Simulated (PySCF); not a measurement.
Molecule: `s1c(C#N)ccc1`, C5H3NS.

Bonds (- single, = double, # triple, : aromatic): N1#C2 1.161 Å, C2-C3 1.416 Å, C3:C4 1.381 Å, C4:C5 1.416 Å, C5:C6 1.373 Å, C6:S7 1.709 Å, S7:C3 1.731 Å. C4 carries H8; C5 carries H9; C6 carries H10.

Geometry PBE0-D3(BJ)/def2-SVP throughout; GIAO in PySCF 2.14.0 with density-fitted response routines, gas phase, one conformer, non-relativistic; equivalent atoms averaged; functional PBE0.

Problem. How do the shifts δ (against NH3, TMS, CS2 at the same level) depend on the basis set? (a selection of nuclei; ppm; last column core-seconds on shared hosts with different chips, so compare them loosely)

Solution. 
```
    basis set  functions     N1     C6     C4     C3     C5     C2     S7   H10    H9  core-s
       STO-3G         42  245.4  123.0  113.9  108.7  106.7   91.2  123.2  7.01  6.51     3.4
     pcSseg-0         73  340.6  150.9  147.7  127.7  136.4  130.5  243.8  7.09  6.95     5.4
        6-31G         73  289.1  134.6  132.0  117.3  122.0  111.6  215.7  7.39  7.20     6.6
       6-31G*        108  282.8  128.7  130.2  110.9  119.7  104.6  244.5  7.12  6.94     9.7
      cc-pVDZ        117  302.3  134.3  134.8  117.6  125.0  109.3  237.8  7.25  6.95      16
     def2-SVP        117  305.4  133.8  134.4  115.0  123.6  108.2  260.1  7.06  6.88      14
     pcSseg-1        141  330.8  140.0  142.5  119.1  131.9  118.7  263.2  7.35  7.18      14
  aug-cc-pVDZ        192  297.2  134.3  134.0  116.3  123.8  112.0  255.1  7.64  7.19      33
6-311+G(2d,p)        215  314.3  138.0  140.3  118.8  129.7  117.9  289.4  7.60  7.18      24
    def2-TZVP        241  320.5  138.9  142.2  119.9  131.5  118.2  297.1  7.55  7.20      46
      cc-pVTZ        256  319.9  138.5  141.0  119.2  130.7  117.3  262.9  7.53  7.13      51
     IGLO-III        284  322.4  142.4  145.2  122.8  134.1  120.3  294.9  7.56  7.15      53
     pcSseg-2        301  326.6  144.0  146.7  124.0  135.6  121.5  286.7  7.59  7.27      43
```

Problem. Which nucleus among those listed moves most, in ppm?

Solution. S7 (aromatic ring sulfur): from 123.2 ppm with STO-3G to 297.1 ppm with def2-TZVP. The smallest spread is 0.63 ppm, at H10. Proton shifts span only some 12 ppm, so a few tenths of a ppm matter as much there as several ppm in carbon.

Problem. Taking the largest basis, pcSseg-2 (301 functions), as the yardstick, rank the others by their worst heavy-atom deviation.

Solution. IGLO-III 8.2 ppm (284 functions), def2-TZVP 10.4 ppm (241 functions), 6-311+G(2d,p) 12.3 ppm (215 functions), pcSseg-1 23.5 ppm (141 functions), cc-pVTZ 23.8 ppm (256 functions), def2-SVP 26.6 ppm (117 functions), aug-cc-pVDZ 31.6 ppm (192 functions), pcSseg-0 42.9 ppm (73 functions), 6-31G* 43.8 ppm (108 functions), cc-pVDZ 48.9 ppm (117 functions), 6-31G 71.0 ppm (73 functions), STO-3G 163.5 ppm (42 functions).

A small basis that lands close on one nucleus may do so by chance; judge by the trend and by all nuclei.
